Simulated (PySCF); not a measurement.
Predicted microwave data (PBE0-D3(BJ)/def2-SVP geometry optimisation, gas phase in PySCF 2.14.0) for one isomer of C8H10OSi:

* Rotational constants: A = 2332, B = 682.1, C = 532.7 MHz
* Dipole components: |μa| = 1.75 D, |μb| = 1.19 D, |μc| = 0.01 D
* Inertial defect: -8.99 u·Å²
* κ: -0.83

Problem. Which structure is it? (One computed conformer of each.)
A. `[CH:1]1=[CH:2][C@H:3]([c:4]2[cH:5][cH:6][cH:7][o:8]2)[SiH2:9][CH2:10]1` with C2–C3–C4–C5 -22°
B. `[CH3:1][c:2]1[cH:3][cH:4][c:5]([SiH3:6])[cH:7][c:8]1[CH:9]=[O:10]` with C7–C8–C9–O10 180°
C. `[CH3:1][c:2]1[cH:3][cH:4][cH:5][cH:6][c:7]1[C:8](=[O:9])[SiH3:10]` with C6–C7–C8–O9 177°

Solution. B. It is Cc1ccc([SiH3])cc1C=O, an asymmetric top. The candidates at the same level (rigid rotor, commonest isotopes):

```
                    SMILES  A (MHz)  B (MHz)  C (MHz)  μa (D)  μb (D)  μc (D)  Δ (u·Å²)  point group                        rotor
      Cc1ccccc1C(=O)[SiH3]     1855    877.8    602.3    1.98    1.66    0.06     -9.11      near Cs               asymmetric top
      Cc1ccc([SiH3])cc1C=O     2332    682.1    532.7    1.75    1.19    0.01     -8.99            –               asymmetric top
C1=C[C@H](c2ccco2)[SiH2]C1     2631    756.1    673.3    0.70    0.56    0.34   -109.78           C1  near-prolate asymmetric top
```

`Cc1ccccc1C(=O)[SiH3]` has B 29 % too high; `C1=C[C@H](c2ccco2)[SiH2]C1` has C 26 % too high. No structure here is proved a minimum.
